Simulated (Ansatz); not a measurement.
`C[CH](C)[Zn][F]` + `O[SiH3]` → `[F][Zn][O][SiH3]` + `CCC` at 298.15 K and 1 bar (ligand exchange at a Zn–C bond).

Calculated with Ansatz (gas phase, PBE0-D4/def2-TZVP geometries, no zero-point term in ΔE). CBS: MP2 limit from def2 TZ/QZ plus the TZ coupled-cluster correction, frozen cores. For Zn outer-core shells are correlated without core-valence functions, which leaves a few kJ/mol of doubt a bond. Scalar relativity is left out up to krypton. One conformer a species, not always the lowest.

```csv
species,CCSD(T)/CBS energy (Eh),H − E (kJ/mol),S (J/(mol·K))
`C[CH](C)[Zn][F]`,-1996.57851,270.6,352.1
`O[SiH3]`,-366.69042,113.6,257.8
`[F][Zn][O][SiH3]`,-2244.31866,101.0,349.5
`CCC`,-118.98051,285.9,268.4
```

H − E and S are ideal-gas, rigid-rotor, harmonic terms from PBE0-D4/def2-TZVP, for one conformer and one mirror image of each species. 1 Eh = 2625.50 kJ/mol, R = 8.31446 J/(mol·K).

By hand: ΔE, ΔH, ΔS and ΔG.

ΔE = (-2244.31866) + (-118.98051) − (-1996.57851) − (-366.69042) = -0.03024 Eh = -79.4 kJ/mol. Δ(H − E) = 101.0 + 285.9 − 270.6 − 113.6 = 2.7, so ΔH = -76.7 kJ/mol. ΔS = 349.5 + 268.4 − 352.1 − 257.8 = 8.0 J/(mol·K). ΔG = -76.7 − 298.15 × (8.0)/1000 = -79.1 kJ/mol.

By hand: the equilibrium constant, and the temperature at which ΔG would vanish if ΔH and ΔS stayed fixed.

log₁₀ K = −ΔG/(RT ln 10) = 13.9. ΔH and −TΔS have one sign here, so there is no such temperature.

The number of gas molecules stays the same, so ΔS is small and ΔH decides. A doubt of 5 kJ/mol in ΔE shifts log₁₀ K by 0.9 here. Other conformers and mirror images would add mixing entropy, several J/(mol·K) or more a flexible species. Modes under 60 cm⁻¹, often nearly free rotors, make the harmonic entropy too high. These are equilibria of isolated gas molecules and say nothing of rates. Largest T1 diagnostic: 0.017 (customary marks: 0.02 for closed shells, 0.045 for open ones).

ΔS is within the doubt of such terms, so its sign, and with it that verdict, could turn.
